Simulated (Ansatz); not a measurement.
Geometry optimisation, Ansatz, RKS B3LYP-D4/def2-SVP.

Input file:

```yaml
crystal:
  periodic: [false, false, false]
  atoms:
    - { symbol: C, position_ang: [-1.6032, -0.0473, 0.2562] }
    - { symbol: "N", position_ang: [-0.4425, 0.5233, -0.3944] }
    - { symbol: C, position_ang: [0.2748, -0.4961, -1.0569] }
    - { symbol: Ge, position_ang: [1.1823, -0.0019, 0.6286] }
    - { symbol: O, position_ang: [2.3467, 1.2673, 0.4938] }
    - { symbol: H, position_ang: [-2.4507, -0.0918, -0.5209] }
    - { symbol: H, position_ang: [-1.4782, -0.9867, 0.7457] }
    - { symbol: H, position_ang: [-1.963, 0.739, 1.0023] }
    - { symbol: H, position_ang: [0.8597, -0.1006, -1.8872] }
    - { symbol: H, position_ang: [-0.1569, -1.5068, -1.0472] }
    - { symbol: H, position_ang: [2.12892, 1.77231, 1.31698] }
    - { symbol: H, position_ang: [2.909, 1.0312, -0.2594] }
basis:
  gaussian: { orbitals: def2-SVP }
hamiltonian:
  xc: b3lyp
  dispersion: d4
relax:
  f_tol: 0.02
  max_steps: 50
```

Command:

```bash
$ ansatz run input.yaml --threads 2 --pin off --max-ram 3072MiB --backend cpu --events-out ev --progress --plain --runs-dir out
```

Question: Where does it end, and by what steps?

Answer: It converged. The force dipped under the threshold on the way, but the program's further checks kept it going. After 29 steps the energy has fallen by 3.222 eV; H7 moved furthest, 1.42 Å. Parted: Ge4–O5.

| step | energy less start (eV) | largest force component (eV/Å) | accepted |
| --- | --- | --- | --- |
| 0 | 0.0000 | 6.081 | yes |
| 2 | -2.4322 | 1.077 | yes |
| 4 | -2.9510 | 0.619 | yes |
| 6 | -3.0033 | 0.262 | yes |
| 8 | -3.0546 | 0.581 | yes |
| 10 | -3.0831 | 1.314 | yes |
| 12 | -3.1339 | 1.243 | no |
| 14 | -3.1729 | 0.381 | yes |
| 16 | -3.1975 | 0.430 | yes |
| 18 | -3.2111 | 0.476 | yes |
| 20 | -3.2198 | 0.060 | yes |
| 22 | -3.2209 | 0.017 | yes |
| 24 | -3.2220 | 0.049 | yes |
| 26 | -3.2223 | 0.021 | yes |
| 28 | -3.2224 | 0.044 | yes |
| 29 | -3.2224 | 0.009 | yes |

```xyz
12
Properties=species:S:1:pos:R:3
C -1.706 0.046 0.208
N -0.394 -0.513 0.347
C 0.523 -0.810 -0.712
Ge 1.207 -0.502 1.210
O 1.997 1.743 0.284
H -1.701 0.971 -0.406
H -2.400 -0.666 -0.281
H -2.120 0.299 1.198
H 0.670 -0.021 -1.479
H 0.469 -1.814 -1.168
H 2.856 1.939 0.685
H 2.205 1.430 -0.609
```

Time of the run: 100 s on 2 threads of Arm Neoverse V2, on a shared host, peak memory 0.32 GiB.
